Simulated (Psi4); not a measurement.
## SnH4O3 (SMILES [OH][SnH]([OH])[OH]): the HOMO–LUMO gap, rung by rung

The species is SnH4O3 (8 atoms), meant as a singlet with charge 0. SMILES: `[OH][SnH]([OH])[OH]`. The shape was relaxed beforehand at PBE0/def2-TZVP. This is one conformer, not always the lowest.

Each level gives the HOMO–LUMO gap (eV). The values are calculated.

| level | kind | program | value (eV) | CPU time |
| --- | --- | --- | --- | --- |
| PBE-D4/def2-TZVPP (density fitting, core potential) | GGA | Psi4 | 5.19 | 37 s |
| r2SCAN-D4/def2-TZVPP (density fitting, core potential) | meta-GGA | Psi4 | 5.91 | 81 s |
| B3LYP-D4/def2-TZVPP (density fitting, core potential) | global hybrid | Psi4 | 7.19 | 31 s |
| PBE0-D4/def2-TZVPP (density fitting, core potential) | global hybrid | Psi4 | 7.83 | 31 s |
| wB97M-V/def2-TZVPP (density fitting, core potential) | range-separated hybrid | Psi4 | 12.09 | 90 s |

The values span 5.19 to 12.09 eV. Orbital gaps aren't excitation energies; they tend to grow with the share of exact exchange. Times are those of the runs behind each value, whatever else they computed, on shared processors of several kinds: orders of magnitude only.
